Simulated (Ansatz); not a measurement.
Reaction (ligand exchange at the Si–O bond): `O[Si](F)(Br)O[SiH3]` + HBr → `O[Si](F)(Br)Br` + silanol

Calculated with Ansatz (gas phase, PBE0-D4/def2-TZVP geometries, no zero-point term in ΔE). CCSD(T)/CBS is the MP2 limit (def2-TZVPP, def2-QZVPP) plus CCSD(T) − MP2 in def2-TZVPP, frozen cores. DFT in def2-TZVPP. B3LYP here is the variant with VWN-RPA as its local correlation; programs differ in this. For Br outer-core shells are correlated without core-valence functions, which leaves a few kJ/mol of doubt a bond. Scalar relativity is left out up to krypton. Each species was taken in one conformer, which may not be the lowest.

Problem. Is it downhill or uphill in electronic energy at CCSD(T)/CBS, and by how much? (Best estimate.)

Solution. Computed: Uphill: ΔE = +43.2 kJ/mol.

Problem. What do these levels give: r2SCAN-D4, PBE0-D4, B3LYP-D4, B2PLYP, B3LYP, HF/def2-TZVPP, SCS-MP2/def2-TZVPP, MP2/def2-QZVPP, SCS-MP2/def2-QZVPP, HF/CBS(def2), MP2/CBS(def2), CCSD/CBS(def2)? (Estimate.)

Solution. The calculation gave: r2SCAN-D4 40.1, PBE0-D4 35.5, B3LYP-D4 46.7, B2PLYP 44.7, B3LYP 43.6, HF/def2-TZVPP 59.9, SCS-MP2/def2-TZVPP 47.0, MP2/def2-QZVPP 39.6, SCS-MP2/def2-QZVPP 44.9, HF/CBS(def2) 62.6, MP2/CBS(def2) 36.3, CCSD/CBS(def2) 46.0 kJ/mol.

Largest T1 diagnostic among the species: 0.011.

From PBE to PBE0 (25 % exact exchange), in def2-TZVPP and without D4, ΔE moves by +6.1 kJ/mol. The D4 term adds +3.1 kJ/mol with B3LYP and +2.3 kJ/mol with PBE0; it sums over pairs of atoms, weighted by their polarisabilities, and B3LYP, whose exchange is more repulsive, gets the larger term. In def2-TZVPP, CCSD(T) changes the Hartree–Fock value by −11.0 kJ/mol (the triples alone add −2.8 kJ/mol) and MP2 by −17.9 kJ/mol.
